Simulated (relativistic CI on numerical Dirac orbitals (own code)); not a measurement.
# F⁺: calculation against measurement

Method of calculation: Dirac-Coulomb-Breit CI, KLI orbitals optimised for each configuration, model QED (radiative potential, 1s self-energy scaled to tabulated hydrogen-like ionisation energies), valence Slater integrals scaled by 0.85, P86 correlation energy added to each configuration (own radial code, finite nucleus).

Configurations in the expansion (outside the closed core 1s2): 2s²2p⁴, 2s2p⁵, 2s²2p³3s, 2s²2p³3p, 2p⁶, 2s²2p³3d, 2s²2p³4s, 2s²2p³4p, 2s²2p³4d, 2s²2p³4f, 2s²2p²3s², 2s²2p²3s3p, 2s²2p²3p², 2s²2p²3s3d. Levels of other configurations are missing.

| Configuration | Term (tabulated) | J | Measured (cm⁻¹) | Computed | Error | Purity (%) |
| --- | --- | --- | --- | --- | --- | --- |
| 2s²2p⁴ | 3P | 2 | 0.0 | 0 | 0 | 100 |
| 2s²2p⁴ | 3P | 1 | 341.1 | 335 | -6 | 100 |
| 2s²2p⁴ | 3P | 0 | 489.7 | 481 | -9 | 100 |
| 2s²2p⁴ | 1D | 2 | 20873.4 | 19563 | -1311 | 100 |
| 2s²2p⁴ | 1S | 0 | 44918.1 | 38252 | -6666 | 97 |
| 2s2p⁵ | 3P° † | 2 | 164797.9 | 177331 | 12533 | 98 |
| 2s2p⁵ | 3P° † | 1 | 165106.7 | 177633 | 12526 | 98 |
| 2s2p⁵ | 3P° † | 0 | 165279.2 | 177799 | 12520 | 98 |
| 2s²2p³3s | 5S° | 2 | 176493.9 | 175985 | -509 | 100 |
| 2s²2p³3s | 3S° | 1 | 182864.4 | 181653 | -1212 | 100 |
| 2s²2p³3p | 5P | 1 | 202449.4 | 201676 | -774 | 100 |
| 2s²2p³3p | 5P | 2 | 202460.7 | 201687 | -774 | 100 |
| 2s²2p³3p | 5P | 3 | 202480.3 | 201706 | -774 | 100 |
| 2s²2p³3p | 3P | 1 | 207699.1 | 206368 | -1331 | 99 |
| 2s²2p³3p | 3P | 0 | 207702.0 | 206370 | -1332 | 99 |
| 2s²2p³3p | 3P | 2 | 207703.8 | 206374 | -1330 | 99 |
| 2s²2p³3s | 3D° | 3 | 211866.1 | 209029 | -2837 | 100 |
| 2s²2p³3s | 3D° | 2 | 211887.2 | 209052 | -2835 | 100 |
| 2s²2p³3s | 3D° | 1 | 211900.3 | 209067 | -2834 | 100 |
| 2s²2p³3s | 1D° | 2 | 215069.6 | 211874 | -3195 | 100 |
| 2s²2p³3s | 1P° | 1 | 227228.4 | 231860 | 4631 | 94 |
| 2s²2p³3s | 3P° | 2 | 229550.1 | 230145 | 595 | 99 |
| 2s²2p³3s | 3P° | 1 | 229551.8 | 230140 | 588 | 99 |
| 2s²2p³3s | 3P° | 0 | 229554.5 | 230139 | 585 | 99 |

Measured levels from NIST Handbook of Basic Atomic Spectroscopic Data (Sansonetti and Martin, J. Phys. Chem. Ref. Data 34, 1559 (2005)); pairs were made by configuration, J and term (by order where the table uses no LS term), so strongly mixed levels may be paired wrongly.

Mean error by configuration (cm⁻¹): 2s²2p⁴ -1998; 2s²2p³3s -702; 2s²2p³3p -1053. Over the excited levels the mean absolute error is 1706 cm⁻¹ (23 of the 23 excited levels that our extract of the source holds in range could be paired), and the median relative error of those above 1,000 cm⁻¹ is 0.64 %. † marks terms whose computed intervals miss the measured ones by more than a factor of 2.5, or configurations far off the rest, from wrong mixing, a near crossing or a doubtful label or measurement; they are left out of the means.

Transition probabilities of persistent lines. The last column rescales the computed rate by the cube of measured over computed energy:

| λ measured (Å) | Lower | Upper | A tabulated (s⁻¹) | A computed | A rescaled |
| --- | --- | --- | --- | --- | --- |
| 605.67 vacuum | 2s²2p⁴ ³P2 | 2s2p⁵ ³P°1 | 4.30e+09 | 2.66e+09 | 2.13e+09 |
| 606.29 vacuum | 2s²2p⁴ ³P1 | 2s2p⁵ ³P°0 | 1.00e+10 | 6.31e+09 | 5.06e+09 |
| 606.80 vacuum | 2s²2p⁴ ³P2 | 2s2p⁵ ³P°2 | 7.80e+09 | 4.71e+09 | 3.78e+09 |
| 606.92 vacuum | 2s²2p⁴ ³P1 | 2s2p⁵ ³P°1 | 2.60e+09 | 1.56e+09 | 1.25e+09 |
| 607.47 vacuum | 2s²2p⁴ ³P0 | 2s2p⁵ ³P°1 | 3.30e+09 | 2.08e+09 | 1.67e+09 |
| 608.06 vacuum | 2s²2p⁴ ³P1 | 2s2p⁵ ³P°2 | 2.50e+09 | 1.56e+09 | 1.25e+09 |
| 3847.09 air | 2s²2p³3s ⁵S°2 | 2s²2p³3p ⁵P3 | 1.30e+08 | 1.39e+08 | 1.43e+08 |
| 3849.99 air | 2s²2p³3s ⁵S°2 | 2s²2p³3p ⁵P2 | 1.30e+08 | 1.38e+08 | 1.43e+08 |
| 3851.67 air | 2s²2p³3s ⁵S°2 | 2s²2p³3p ⁵P1 | 1.30e+08 | 1.38e+08 | 1.42e+08 |
| 4024.73 air | 2s²2p³3s ³S°1 | 2s²2p³3p ³P2 | 1.20e+08 | 1.29e+08 | 1.31e+08 |
| 4025.49 air | 2s²2p³3s ³S°1 | 2s²2p³3p ³P1 | 1.20e+08 | 1.29e+08 | 1.31e+08 |
